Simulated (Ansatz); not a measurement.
One change: `[BH2][GeH2][CH2][SiH3]` becomes `[SiH3][CH2][GeH2][SH]`.

Ansatz, PBE0-D4/def2-TZVP geometries, multiplicity 1. Each molecule was computed in one conformer, which needn't be the lowest.

Scalar relativity is left out up to krypton.

```tsv
property	`[BH2][GeH2][CH2][SiH3]`
HOMO–LUMO gap (ωB97M-V/def2-TZVPP) / eV	9.88
HOMO–LUMO gap (B3LYP/def2-TZVPP) / eV	5.37
LUMO energy (PBE/def2-TZVPP) / eV	-3.39
LUMO energy (PBE0/def2-TZVPP) / eV	-2.38
size of the dipole moment (ωB97M-V/def2-TZVPP) / D	0.73
LUMO energy (ωB97M-V/def2-TZVPP) / eV	-0.43
```

(1) Give the same properties after the change, and the shifts. (Best estimate.)

## Answers

(1) Computed: 
| property | `[SiH3][CH2][GeH2][SH]` | shift |
| --- | --- | --- |
| HOMO–LUMO gap (ωB97M-V/def2-TZVPP) / eV | 11.29 | 1.41 |
| HOMO–LUMO gap (B3LYP/def2-TZVPP) / eV | 7.00 | 1.63 |
| LUMO energy (PBE/def2-TZVPP) / eV | -0.66 | 2.73 |
| LUMO energy (PBE0/def2-TZVPP) / eV | 0.27 | 2.65 |
| size of the dipole moment (ωB97M-V/def2-TZVPP) / D | 1.96 | 1.23 |
| LUMO energy (ωB97M-V/def2-TZVPP) / eV | 1.83 | 2.26 |

With PBE0 the HOMO rises by 0.89 eV and the LUMO rises by 2.65 eV, so the gap widens by about 1.76 eV. PBE moves the HOMO by 0.93 eV and ωB97M-V by 0.86 eV. Dipoles are sizes alone; their direction can turn.

B3LYP here is the variant with VWN-RPA as its local correlation; programs differ in this.
